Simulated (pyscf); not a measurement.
# `[CH3][CH2][BH][NH2]`, singlet

Gas-phase minimum from PySCF at ωB97X-D3(BJ)/def2-SVP, one conformer. H₃C–CH₂–BH–NH₂ lies 12.3 kcal/mol over its isomer H₃C–B(CH₃)–NH₂, and others may lie lower still (electronic energy, ωB97M-D3(BJ)). 

```xyz
12

C     -1.6925    -0.3845    -1.1067
C     -0.1676    -0.5179    -1.1384
B      0.6638     0.7174    -0.5954
N      0.0436     1.8741    -0.1120
H     -2.0347     0.4722    -1.7125
H     -2.1996    -1.2804    -1.4995
H     -2.0620    -0.2285    -0.0785
H      0.1529    -1.4092    -0.5664
H      0.1796    -0.7221    -2.1690
H      1.8792     0.6883    -0.5864
H      0.5576     2.6723     0.2383
H     -0.9623     1.9913    -0.0795
```

Bond lengths (Å): C1–C2 1.531, C1–H5 1.104, C1–H6 1.102, C1–H7 1.104, C2–B3 1.585, C2–H8 1.106, C2–H9 1.107, B3–N4 1.399, B3–H10 1.216, N4–H11 1.012, N4–H12 1.013. Angles (°): C2–C1–H5 111.4, C2–C1–H6 112.3, C2–C1–H7 111.4, H5–C1–H6 107.0, H5–C1–H7 107.3, H6–C1–H7 107.0, C1–C2–B3 116.6, C1–C2–H8 110.4, C1–C2–H9 110.4, B3–C2–H8 107.4, B3–C2–H9 107.4, H8–C2–H9 104.0, C2–B3–N4 122.0, C2–B3–H10 120.6 (the first ones only).

Properties at ωB97X-D3(BJ)/def2-SVP:

| Item | Value |
|---|---|
| Harmonic wavenumbers, unscaled | 131, 220, 242, 490, 503, 583, 749, 789, 900, 909, 987, 1022, 1102, 1148, 1263, 1318, 1396, 1416, 1440, 1490, 1492, 1615, 2581, 3049, 3055, 3093, 3133, 3141, 3632, 3735 cm⁻¹ |
| Zero-point energy | 66.7 kcal/mol |
| Rotational symmetry number | 1 |
| Entropy of this conformer at 298 K and 1 atm, rigid rotor and harmonic oscillator, modes under 100 cm⁻¹ raised to 100 | 302.2 J/(mol K) |
| Dipole moment | 1.64 D |

Single-point totals, which compare only within one level (frozen core for MP2 and CC):

```
level                   total energy (hartree)
----------------------  ----------------------
ωB97X-D3(BJ)/def2-TZVP              -160.82980
PBE/def2-TZVP                       -160.50510
r²SCAN/def2-TZVP                    -160.63338
B3LYP-D3(BJ)/def2-TZVP              -160.76437
PBE0-D3(BJ)/def2-TZVP               -160.54025
M06-2X/def2-TZVP                    -160.65745
ωB97M-D3(BJ)/def2-TZVP              -160.78188
HF/def2-TZVPP                       -159.63834
MP2/def2-TZVPP                      -160.31372
CCSD/def2-TZVPP                     -160.35738
CCSD(T)/def2-TZVPP                  -160.38461
```

Soft torsions are taken as harmonic, which can shift the entropy by several J/(mol K). The CCSD(T) − MP2 part came from Ansatz, without density fitting, on the same reference.
